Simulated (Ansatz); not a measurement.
Consider the isomerisation: `CCSC(C)(C)C` → `CCCSCCC`.

Program: Ansatz. Geometries: PBE0-D4/def2-TZVP. ΔE: electronic, gas phase. CBS: MP2 limit from def2 TZ/QZ plus the TZ coupled-cluster correction, frozen cores. DFT in def2-TZVPP. One conformer a species, not always the lowest.

(1) Is it downhill or uphill in electronic energy at CCSD(T)/CBS, and by how much? (Estimate.)

(2) What do these levels give: PBE0-D4, BHLYP-D4, PBE-QIDH, r2SCAN, MP2/def2-SVP, MP2/CBS(def2)? (Estimate.)

Largest T1 diagnostic among the species: 0.009.

Answers

(1) Computed: Uphill: ΔE = +14.4 kJ/mol.

(2) Computed: PBE0-D4 9.4, BHLYP-D4 8.6, PBE-QIDH 11.1, r2SCAN 10.4, MP2/def2-SVP 19.9, MP2/CBS(def2) 20.2 kJ/mol.

The D4 term adds +11.4 kJ/mol with B3LYP and +6.1 kJ/mol with PBE0; it sums over pairs of atoms, weighted by their polarisabilities, and B3LYP, whose exchange is more repulsive, gets the larger term. In def2-TZVPP, CCSD(T) changes the Hartree–Fock value by +21.1 kJ/mol (the triples alone add +3.9 kJ/mol) and MP2 by +26.9 kJ/mol. From BLYP to BHLYP (50 % exact exchange), in def2-TZVPP and without D4, ΔE moves by +3.2 kJ/mol.

B3LYP here is the variant with VWN-RPA as its local correlation; programs differ in this.
